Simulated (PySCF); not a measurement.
Computed shifts of a molecule C3H4O3, HF/pcSseg-1 (PySCF), GIAO, gas phase, atoms alike by connectivity averaged where their shifts nearly agree, in ppm (number of nuclei): ¹³C: 160.5 (1), 61.0 (2). ¹H: 4.37 (2), 4.28 (2). References: ¹⁷O against H2O (σ = 333.0 ppm); ¹³C against TMS (σ = 192.6 ppm); ¹H against TMS (σ = 31.99 ppm), references at their B3LYP-D3(BJ)/def2-TZVP geometries, non-relativistic. Coordinates come from a B3LYP-D3(BJ)/def2-SVP optimisation. Other conformers were not sampled.

**Question.** Which molecule gave these data?
A. O=CC1OCO1
B. CC1OC(=O)O1
C. O=C1OCCO1

**Answer.** C, O=C1OCCO1
